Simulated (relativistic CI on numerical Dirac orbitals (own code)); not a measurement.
d2 in a ligand field

Computed with a parametric ligand-field model of a d^n configuration (Racah B and C, spin-orbit zeta, crystal field), exact diagonalisation.

Field parameters in Wybourne normalisation: Oh B⁴₀ = 21Dq, B⁴₄ = √(5/14) B⁴₀. The field is a parameter set, without covalency.

B = 440 cm⁻¹, C = 1850 cm⁻¹ (C/B = 4.20), Oh, no spin-orbit coupling. Tanabe-Sugano data, E/B above the lowest term (Δ = |10Dq|; b, c mark the second and third term of a kind):

```
 Δ/B   3T1    3T2    3A2    1T2     1E    1A1
 1.0  0.00   0.81   1.81  13.76  14.22  21.39
 3.0  0.00   2.49   5.49  14.29  15.12  23.21
 5.0  0.00   4.22   9.22  14.63  15.45  24.82
 7.0  0.00   6.00  13.00  14.83  15.54  26.23
 9.0  0.00   7.82  16.82  14.93  15.55  27.43
11.0  0.00   9.66  20.66  14.99  15.51  28.45
13.0  0.00  11.53  24.53  15.01  15.47  29.31
15.0  0.00  13.42  28.42  15.02  15.42  30.04
17.0  0.00  15.32  32.32  15.01  15.37  30.64
19.0  0.00  17.23  36.23  15.00  15.32  31.16
21.0  0.00  19.16  40.16  14.98  15.27  31.60
23.0  0.00  21.09  44.09  14.96  15.23  31.97
25.0  0.00  23.03  48.03  14.95  15.19  32.29
27.0  0.00  24.97  51.97  14.93  15.16  32.57
29.0  0.00  26.92  55.92  14.91  15.12  32.82
31.0  0.00  28.88  59.88  14.89  15.09  33.03
33.0  0.00  30.84  63.84  14.88  15.07  33.22
35.0  0.00  32.80  67.80  14.86  15.04  33.39
37.0  0.00  34.77  71.77  14.85  15.01  33.54
39.0  0.00  36.74  75.74  14.83  14.99  33.68
41.0  0.00  38.71  79.71  14.82  14.97  33.80
43.0  0.00  40.68  83.68  14.81  14.95  33.91
45.0  0.00  42.66  87.66  14.80  14.93  34.01
47.0  0.00  44.64  91.64  14.79  14.92  34.10
```

The ground term stays 3T1.
